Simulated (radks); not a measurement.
Task: All-electron atom: Gd- in [Xe] 4f7 5d2 6s2. Calculated with a radial shooting solver on a logarithmic mesh with Libxc functionals: scalar-relativistic Kohn-Sham, LDA (Slater exchange, Perdew-Wang correlation), spin-polarised, spherical densities, point nucleus; open shells are filled with parallel spins first (spin-orbit coupling, left out, can overturn this in heavy ions); hard spherical wall at 1.5 bohr. Some entries of the table are withheld. Estimate them.

| orbital | occ. | eigenvalue (eV) | <1/r> (bohr^-1) | <r> (bohr) |
|---|---|---|---|---|
| 1s up | 1 | -49816.64 | 71.60 | 0.02192 |
| 1s down | 1 | -49816.62 | 71.60 | 0.02192 |
| 2s up | 1 | -8038.998 | 16.60 | 0.09339 |
| 2s down | 1 | -8038.084 | 16.60 | 0.09339 |
| 2p up | 3 | -7130.304 | 15.50 | 0.08245 |
| 2p down | 3 | -7129.565 | 15.51 | 0.08245 |
| 3s up | 1 | -1622.068 | 6.066 | 0.2456 |
| 3s down | 1 | -1618.994 | 6.072 | 0.2454 |
| 3p up | 3 | -1340.919 | 5.702 | 0.2444 |
| 3p down | 3 | -1337.834 | 5.708 | 0.2441 |
| 3d up | 5 | -967.1397 | 5.410 | 0.2227 |
| 3d down | 5 | -964.4391 | 5.415 | 0.2224 |
| 4s up | 1 | -192.6255 | 2.480 | 0.5704 |
| 4s down | 1 | -185.5190 | 2.478 | 0.5707 |
| 4p up | 3 | -103.3610 | 2.260 | 0.6078 |
| 4p down | 3 | -96.3616 | 2.257 | 0.6084 |
| 4d up | 5 | 21.1167 | 1.976 | 0.6605 |
| 4d down | 5 | 27.9871 | 1.971 | 0.6616 |
| 5s up | 1 | 144.8345 | 1.513 | 0.9358 |
| 5s down | 1 | 150.5046 | 1.511 | 0.9367 |
| 4f up | 7 | 161.8163 | 1.617 | 0.7276 |
| 4f down | 0 | 168.5761 | 1.613 | 0.7298 |
| 5p up | 3 | 190.5636 | 1.538 | 0.9316 |
| 5p down | 3 | 196.1675 | 1.537 | 0.9323 |
| 5d up | 2 | 261.6528 | 1.600 | 0.9030 |
| 5d down | 0 | 267.2522 | 1.600 | 0.9032 |
| 5f up | 0 | 344.2834 | 1.635 | 0.8286 |
| 5f down | 0 | 350.0350 | 1.639 | 0.8274 |
| 6s up | 1 | 529.3469 | 1.825 | (1) |
| 6s down | 1 | 534.6284 | 1.825 | (2) |
| 6p up | 0 | 580.9425 | 1.834 | 0.8776 |
| 6p down | 0 | 586.2342 | 1.835 | 0.8773 |
| 7s up | 0 | 1079.434 | (3) | 0.8613 |
| 7s down | 0 | 1084.740 | (4) | 0.8611 |

Result: 
(1) 6s up <r> (bohr): 0.8908
(2) 6s down <r> (bohr): 0.8906
(3) 7s up <1/r> (bohr^-1): 2.031
(4) 7s down <1/r> (bohr^-1): 2.031
